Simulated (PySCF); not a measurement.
Compound: C5H11NO.
Bonds: C1–C2, C2–C3, C3–C4, C4–C5, C5–N6, C5–O7 (double). Hydrogens: H8, H9, H10 on C1; H11, H12 on C2; H13, H14 on C3; H15, H16 on C4; H17, H18 on N6.

Level of theory: TDDFT PBE0/def2-SVPD, vertical, gas phase, core orbitals frozen in the response (PySCF 2.14.0, density-fitted response routines). The structure is a single GFN2-xTB conformer in the gas phase; no vibrational or solvent corrections. Torsions of this conformer, `[CH3:1][CH2:2][CH2:3][CH2:4][C:5]([NH2:6])=[O:7]`: C1–C2–C3–C4 180°, C2–C3–C4–C5 180°, C3–C4–C5–N6 180°, H–N6–C5–C4 0°, H–N6–C5–C4 180°.

Computed states:

| state | E (eV) | f |
| --- | --- | --- |
| S1 | 5.77 | 0.0001 |
| S2 | 6.81 | 0.024 |
| S3 | 7.10 | 0.0095 |
| S4 | 7.38 | 0.026 |
| S5 | 7.65 | 0.092 |
| S6 | 7.94 | 0.072 |
| S7 | 7.95 | 0.0032 |
| S8 | 8.19 | 0.020 |

Each state is given a Gaussian of 0.5 eV full width at half maximum, with ε(max) = 2.175×10⁸ f / Δν̃ (Δν̃ the width in cm⁻¹). The cross-section is σ = 3.8235×10⁻²¹ ε cm², given in Mb (10⁻¹⁸ cm²). The width is an assumption, not a result. The curve ends short of the highest state used, and states not computed would add to its high-energy end.

Question: Give the broadened spectrum and its maxima.

Answer: 
E (eV), σ (Mb) and a bar:
```
     5.02       0.00 
     5.08       0.00 
     5.14       0.00 
     5.20       0.00 
     5.26       0.00 
     5.32       0.00 
     5.38       0.00 
     5.44       0.01 
     5.50       0.01 
     5.56       0.02 
     5.62       0.02 
     5.68       0.02 
     5.74       0.02 
     5.80       0.02 
     5.86       0.02 
     5.92       0.02 
     5.98       0.02 
     6.04       0.02 
     6.10       0.03 
     6.16       0.05 
     6.22       0.11 
     6.28       0.23 
     6.34       0.44 #
     6.40       0.79 #
     6.45       1.21 #
     6.51       1.89 ##
     6.57       2.74 ###
     6.63       3.68 ####
     6.69       4.60 #####
     6.75       5.38 ######
     6.81       5.92 #######
     6.87       6.21 #######
     6.93       6.31 #######
     6.99       6.36 #######
     7.05       6.53 ########
     7.11       7.00 ########
     7.17       7.92 #########
     7.23       9.38 ###########
     7.29      11.43 #############
     7.35      14.02 ################
     7.41      17.02 ####################
     7.47      20.19 #######################
     7.53      23.25 ###########################
     7.59      25.87 ##############################
```

Maxima: 215 nm (5.77 eV), ε about 6.5, made up of S1 (100%) (ε in L mol⁻¹ cm⁻¹; maxima over ε = 5, shares over 10%). At its high-energy end, 7.59 eV, the curve is still rising (ε about 6800, from S4, S5 and S6).

Question: On this curve, what absorbance would a 10⁻³ mol/L sample give at 193 nm over a 1 cm path?

Answer: 193 nm is 6.424 eV, where ε is about 250 L mol⁻¹ cm⁻¹, so A = ε c l ≈ 0.25 (Beer–Lambert, with the gas-phase spectrum and the assumed width).

Question: Coming from long wavelengths, where does ε first pass 100 L mol⁻¹ cm⁻¹?

Answer: At about 196 nm (6.33 eV), 0.56 eV above S1.

Question: What would ε be at 5.77 eV, the highest of these maxima, with half the width (0.25 eV)?

Answer: About 12.9 L mol⁻¹ cm⁻¹ against 6.48, a factor of about 2.00; a lone state at its own centre would give exactly 2.
